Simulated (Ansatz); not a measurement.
Cu2Cl2, relaxed as a quintet with UKS r2SCAN-D4/def2-SVP in Ansatz, starting from the r2SCAN-D4/def2-SVP geometry of the neutral singlet. Force threshold 0.02 eV/Å.

At r2SCAN-D4/def2-SVP a singlet of charge 0 lies 5.28 eV below the quintet, each at its own geometry. The structure comes from a short search, and lower isomers may exist.

Start:

```xyz
4

Cu    0.534   -0.052   -1.004
Cu   -0.534    0.052    1.005
Cl   -0.764   -1.772   -0.316
Cl    0.764    1.772    0.315
```

| step | energy (eV) | largest force component (eV/Å) | SCF passes |
| --- | --- | --- | --- |
| 1 | -114301.2806 | 2.186 | 87 |
| 2 | -114301.6090 | 1.362 | 50 |
| 3 | -114302.1273 | 0.916 | 61 |
| 4 | -114302.5312 | 0.536 | 38 |
| 5 | -114302.6648 | 0.046 | 34 |
| 6 | -114302.6652 | 0.011 | 29 |
| 7 | -114302.6653 | 0.013 | 25 |
| 8 | -114302.6656 | 0.010 | 30 |
| 9 | -114302.6657 | 0.006 | 21 |
| 10 | -114302.6664 | 0.029 | 30 |
| 11 | -114302.6687 | 0.039 | 29 |
| 12 | -114302.6688 | 0.014 | 23 |

Force components are those of the run's own axes.

End:

```csv
atom,x (Å),y (Å),z (Å)
Cu1,0.928,-0.149,-1.414
Cu2,-0.657,0.004,1.566
Cl3,-0.750,-1.352,-0.329
Cl4,0.479,1.496,0.178
```

By distances, no bond broke or formed, bridged metal pairs apart. The bond that changes most is Cu1–Cl4, from 2.26 to 2.33 Å (atoms count from 1). Metal–metal contacts that move far: Cu1–Cu2 2.28 to 3.38 Å.

The force fell under the threshold at step 6, but the optimiser went on and released 0.004 eV more. No frequencies were taken in this run, so the end may be a saddle point.

Hardware: 4 threads of Arm Neoverse V2 on a shared host. Wall time 44 s.
